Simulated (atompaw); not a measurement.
# u(r) = r·R(r): atom against pseudo-atom (B (Z = 5))

Columns: radius, all-electron u(r) and pseudo u(r) of the 2p shell (level -3.61 eV) of boron in the configuration [He] 2s2 2p1; PBE, scalar-relativistic, PAW (atompaw) scheme, atompaw 4.2.0.5.

| r (bohr) | all-electron | pseudo |
| --- | --- | --- |
| 0.115 | 0.0347 | 0.0015 |
| 0.231 | 0.1085 | 0.0061 |
| 0.346 | 0.1931 | 0.0137 |
| 0.462 | 0.2769 | 0.0246 |
| 0.577 | 0.3525 | 0.0384 |
| 0.692 | 0.4182 | 0.0555 |
| 0.808 | 0.4740 | 0.0759 |
| 0.923 | 0.5204 | 0.0994 |
| 1.038 | 0.5579 | 0.1260 |
| 1.154 | 0.5866 | 0.1559 |
| 1.269 | 0.6068 | 0.1883 |
| 1.385 | 0.6197 | 0.2234 |
| 1.500 | 0.6261 | 0.2600 |
| 1.615 | 0.6270 | 0.2979 |
| 1.731 | 0.6232 | 0.3363 |
| 1.846 | 0.6157 | 0.3735 |
| 1.962 | 0.6049 | 0.4088 |
| 2.077 | 0.5917 | 0.4401 |
| 2.192 | 0.5766 | 0.4662 |
| 2.308 | 0.5599 | 0.4857 |
| 2.423 | 0.5422 | 0.4972 |
| 2.538 | 0.5237 | 0.5003 |
| 2.654 | 0.5046 | 0.4950 |
| 2.769 | 0.4854 | 0.4828 |
| 2.885 | 0.4660 | 0.4658 |
| 3.000 | 0.4470 | 0.4470 |

Question: How many radial nodes do the two functions have?

Answer: The all-electron 2p function has n − l − 1 = 0; the pseudo-wave has 0.

Question: Is the pseudo-wave norm-conserving?

Answer: No, it belongs to a PAW set: the norm inside the radius is not constrained, and the difference is carried by the augmentation charge.
